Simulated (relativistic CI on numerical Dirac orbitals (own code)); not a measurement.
**Hyperfine structure of Er³²⁺, mass number 167**

Method of calculation: Dirac-Coulomb-Breit CI, orbitals from a KLI potential per configuration, QED by a radiative potential, unscaled Slater integrals (own radial code, finite nucleus).

Configurations in the expansion (outside the closed core [Ar] 3d10): 4s2 4p6, 4s2 4p5 4d, 4s 4p6 4d, 4s2 4p5 4f, 4s 4p6 4f, 4s2 4p5 5s, 4p6 4d 4f, 4p6 4d2, 4p5 4d3, 4p5 4d2 4f, 4p5 4d2 5s, 4p6 4f2, 4p5 4d 4f2, 4p5 4f3, 4p5 4f2 5s. Double excitations out of closed p, d and f shells are left out; levels of such configurations are missing from the list, as are those of other unlisted configurations, and high levels can miss mixing partners.

Nuclear spin I = 7/2, μ = -0.5623 μN, Q = 3.57 b (tables of Stone and Pyykkö). The electronic factors are computed for point nuclear moments, without core polarisation or the Bohr-Weisskopf and QED corrections.

```tsv
Level	E (cm⁻¹)	A (MHz)	B (MHz)
4s2 4p5 4d 3P°_1	1058092	-3550	68500
4s2 4p5 4d 3F°_3	1082761	-4670	-235000
4s2 4p5 4d 3D°_2	1092616	-4585	-26200
4s2 4p5 4d 3F°_4	1153191	-3134	-221000
4s2 4p5 4d 3D°_3	1212074	-2717	99800
4s2 4p5 4d 3D°_1	1315301	2052	26200
4s2 4p5 4d 3F°_2	1535220	-14660	75200
4s2 4p5 4d 1P°_1	1714608	8125	9350
```

Levels with J = 0, under 50 % of one LS term, or S terms without an open s electron are left out. Small factors come from cancelling terms and can be off by tens of per cent or more.

At this charge energies of transitions that change n are usually good to better than 1 %, and those within a shell (Δn = 0) to a few per cent.

Problem. Give the hyperfine levels of 4s2 4p5 4d 3F°_2 relative to its centre of gravity.

Solution. With K = F(F + 1) − I(I + 1) − J(J + 1), E = AK/2 + B[¾K(K + 1) − I(I + 1)J(J + 1)]/[2I(2I − 1)J(2J − 1)]: F = 3/2: 172200, F = 5/2: 102000, F = 7/2: 22480, F = 9/2: -47500, F = 11/2: -83790 MHz.

LS names give the leading component of a level, which can be under half, so a name can repeat, a term be missing and a line seem to break the LS rules.
